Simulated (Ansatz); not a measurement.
Two isomers of C4H6F4: A = `C[C@H](F)[C@H](F)C(F)F`, B = `FC(F)CCC(F)F`.

Program: Ansatz. Geometries: PBE0-D4/def2-TZVP. ΔE: electronic, gas phase. CCSD(T)/CBS adds triple-zeta CCSD(T) − MP2 to the extrapolated MP2 energy (def2 sets, frozen cores). DFT in def2-TZVPP. B3LYP here is the variant with VWN-RPA as its local correlation; programs differ in this. One conformer a species, not always the lowest.

A:

Z-matrix (Å, degrees):
```
C
C 1 1.507
H 1 1.089 2 111.5
H 1 1.090 2 109.2 3 -120.4
H 1 1.092 2 110.2 3 120.9
F 2 1.390 1 109.4 3 61.6
C 2 1.517 1 115.4 3 -61.1
H 2 1.096 1 110.4 3 178.6
F 7 1.379 2 108.7 1 -163.2
C 7 1.519 2 114.8 1 77.9
H 7 1.096 2 109.9 1 -44.9
F 10 1.351 7 109.1 2 -179.9
F 10 1.356 7 109.6 2 -62.5
H 10 1.092 7 112.7 2 59.1
```

B:

Z-matrix (Å, degrees):
```
C
F 1 1.363
C 1 1.505 2 111.2
F 1 1.360 2 106.7 3 120.7
H 1 1.094 2 107.4 3 -124.0
C 3 1.523 1 114.9 2 62.1
H 3 1.093 1 108.1 2 -62.1
H 3 1.093 1 106.6 2 -176.7
C 6 1.507 3 114.6 1 -76.1
H 6 1.093 3 109.4 1 164.6
H 6 1.092 3 110.7 1 46.5
F 9 1.359 6 109.1 3 -175.4
F 9 1.363 6 110.0 3 -58.3
H 9 1.092 6 114.8 3 63.3
```

(1) Which isomer does CCSD(T)/CBS put lower? Give the gap. (Estimate.)

(2) Give E(B) − E(A) in kcal/mol with r2SCAN-D4, LDA (SPW92), PBE0-D4, B2PLYP, B3LYP-D4, BLYP-D4, B3LYP. (An estimate is asked.)

(3) Does the order hold for the free energy at 298.15 K (harmonic terms from PBE0-D4)? (Estimate.)

Largest T1 diagnostic: 0.011.

Results:

(1) Ansatz gave: B, by 9.4 kcal/mol.

(2) Ansatz gave: r2SCAN-D4 -9.4, LDA (SPW92) -9.9, PBE0-D4 -9.8, B2PLYP -9.5, B3LYP-D4 -9.0, BLYP-D4 -8.6, B3LYP -9.2. None reverses the order clearly.

(3) Ansatz gave: Yes: G(B) − G(A) = -9.0 kcal/mol, for one conformer each. Modes under 60 cm⁻¹, often nearly free rotors, make the harmonic entropy too high.

At CCSD(T), def2-SVP lies −1.3 kcal/mol from the extrapolated value and def2-TZVPP −0.2 kcal/mol. Leaving LDA and LC-ωPBE aside and taking each functional with its dispersion term where it has one, the values, not all of them listed here, spread over 1.6 kcal/mol, from PBE-QIDH to BLYP-D4.
